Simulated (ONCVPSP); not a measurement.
# What one change does to a pseudopotential (thulium (Tm), ONCV)

ONCVPSP 4.0.1 input, shortened (lines: element, Z, core and valence counts, functional; n l f; lmax; l rc ep ncon nbas qcut; lloc lpopt rc5 dvloc0; l nproj debl; icmod fcfact rcfact), LDA (Perdew-Wang 92), fully relativistic:

```
  Tm 69.00   10    4  -001012      upf
    1    0    2.00
    2    0    2.00
    2    1    6.00
    3    0    2.00
    3    1    6.00
    3    2   10.00
    4    0    2.00
    4    1    6.00
    4    2   10.00
    4    3   12.00
    5    0    2.00
    5    1    6.00
    5    2    1.00
    6    0    1.00
    2
    0    1.55    0.00    4    8    6.60
    1    1.35    0.00    5   10    7.30
    2    3.35    0.00    3    8    3.80
    4    5    1.35    1.00
    0    2    2.10
    1    3    2.90
    2    1    0.80
    2    0.35    0.95
```

Open shells are filled in proportion to 2j + 1.

All-electron outer shells of the reference configuration (LDA (PZ), scalar-relativistic, ld1.x):

```json
{"shell": "5s", "level (eV)": "-64.52", "outermost node (bohr)": "0.59", "outermost maximum (bohr)": "1.08"}
{"shell": "5p", "level (eV)": "-37.21", "outermost node (bohr)": "0.63", "outermost maximum (bohr)": "1.24"}
{"shell": "4f", "level (eV)": "-16.47", "outermost node (bohr)": "–", "outermost maximum (bohr)": "0.49"}
{"shell": "6s", "level (eV)": "-10.22", "outermost node (bohr)": "1.46", "outermost maximum (bohr)": "2.98"}
{"shell": "5d", "level (eV)": "-8.31", "outermost node (bohr)": "0.71", "outermost maximum (bohr)": "1.83"}
```

Change: local potential polynomial inside 0.85 bohr (lpopt 4, dvloc0 2 Ha).

Cutoffs: the cutoffs (Ha) at which the residual kinetic energy of the hardest occupied pseudo-wave falls to 1 and 0.1 mHa per electron; they do not see the model core or the augmentation charge, which bear on the density cutoff. Errors are all-electron minus pseudo energies relative to the spin-unpolarised reference configuration.

Problem. Predict the effect on cutoff, ghosts and configuration errors.

Solution. The potential gets neither clearly harder nor softer (27 Ha and 110 Ha → 27 Ha and 110 Ha); the bound ghosts move from p to p, s; the errors of the 4 common tests hardly move; the range in which the s phases agree widens (upper end 3.5 → at the end of the scan). In the separable form a ghost depends on how the local part lies against the semilocal potential of the channel, so the choice of the local part can create or remove one.

```tsv
quantity	base	changed
cutoff, loose	27 Ha	27 Ha
cutoff, tight	110 Ha	110 Ha
bound ghosts	p3/2	s, p3/2
GHOST(+) flags under 300 eV	s at 180.7 eV, d5/2 at 223.5 eV, d3/2 at 278.7 eV	none
error for 5s2 5p6 5d1 6s2, meV [ΔE -7.36 eV]	-0.7	-0.7
error for 5s2 5p6 5d1 6s0, meV [ΔE 13.22 eV]	+0.2	+0.4
error for 5s2 5p6 5d0 6s0, meV [ΔE 33.41 eV]	+130	+130
error for 5s1 5p6 5d1 6s2, meV [ΔE 56.33 eV]	-468	-468
s: phases at 1.57 bohr within 0.05 rad from the reference energy up to (Ha; the scan ends near 5)	3.5	to the end of the scan
p3/2: phases at 1.37 bohr within 0.05 rad from the reference energy up to (Ha; the scan ends near 5)	to the end of the scan	to the end of the scan
p1/2: phases at 1.37 bohr within 0.05 rad from the reference energy up to (Ha; the scan ends near 5)	to the end of the scan	to the end of the scan
d5/2: phases at 3.40 bohr within 0.05 rad from the reference energy up to (Ha; the scan ends near 5)	0.2	0.2
d3/2: phases at 3.40 bohr within 0.05 rad from the reference energy up to (Ha; the scan ends near 5)	0.1	0.1
rms error of d²Exc/dni dnj with the model core, mHa	5.01	5.01
```

 A true bound ghost makes a file unfit for plane-wave use even where its test errors are small: the radial tests pick states by their node count and pass the ghost by.
